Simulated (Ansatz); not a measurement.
Si$_{2}$H$_{8}$O$_{2}$, singlet: at a first-order saddle point.

in.yaml

```yaml
crystal:
  periodic: [false, false, false]
  atoms:
    - {symbol: Si, position_ang: [0.320256, 0.725998, 0.862811]}
    - {symbol: H, position_ang: [0.600945, 0.808031, -0.884015]}
    - {symbol: O, position_ang: [-0.834207, -0.413993, 0.581422]}
    - {symbol: Si, position_ang: [-1.554882, -0.914293, -0.812234]}
    - {symbol: H, position_ang: [0.563913, 0.447226, 2.310940]}
    - {symbol: H, position_ang: [-0.044583, 2.162623, 0.826940]}
    - {symbol: H, position_ang: [1.663981, 0.458979, -0.503629]}
    - {symbol: O, position_ang: [2.127412, 0.408070, 0.494920]}
    - {symbol: H, position_ang: [-2.128537, 0.226195, -1.571506]}
    - {symbol: H, position_ang: [-2.640880, -1.847273, -0.424118]}
    - {symbol: H, position_ang: [-0.578509, -1.632321, -1.673999]}
    - {symbol: H, position_ang: [2.505093, -0.429343, 0.792568]}
basis:
  gaussian: {orbitals: STO-3G}
hamiltonian: {xc: pbe, dispersion: d4}
```

Launched with

```bash
ansatz run in.yaml --threads 4 --pin off --events-out ev --progress --plain --max-ram 9574MiB
```

What Ansatz 0.2.0 printed:

```
Functional definition: PBE
  name "PBE"
  cite "Perdew, Burke & Ernzerhof, Phys. Rev. Lett. 77, 3865 (1996) doi:10.1103/PhysRevLett.77.3865"
  parent pbe
  parameter kappa = 0.804
  parameter beta = 0.06672455060314922
  exchange = pbe_x(kappa = kappa, mu = beta*pi^2/3)
  correlation = pbe_c(beta = beta)
447 factors; integrals over basis functions are off by at most 5.0e-5 eV
mean field evaluation 1: about -19720.1634 eV, gradient 3.3e1 eV
mean field evaluation 2: about -19715.8327 eV, gradient 5.5e1 eV
mean field evaluation 4: about -19723.8274 eV, gradient 2.9e0 eV
mean field evaluation 8: about -19723.7866 eV, gradient 3.9e-2 eV
mean field -19723.78657372 eV, -724.8357873216 hartree, gradient 3.7e-5 eV, S^2 0.000000; 0 other end points of the search recorded, 0 dependent functions left out
reference -19723.78659716 eV, -724.8357881830 hartree; 26, 26 occupied and 10, 10 virtual orbitals, 447 factors
Total energy: -19724.02867601 eV, -724.8446844164 hartree
```

The lines “mean field evaluation” count trial sets of orbitals through the whole run, from several starts and some on an approximate energy, so they need not fall steadily or lie above the final value.

The run took about 0.86 s on 4 CPU threads of an Intel Xeon (shared host).
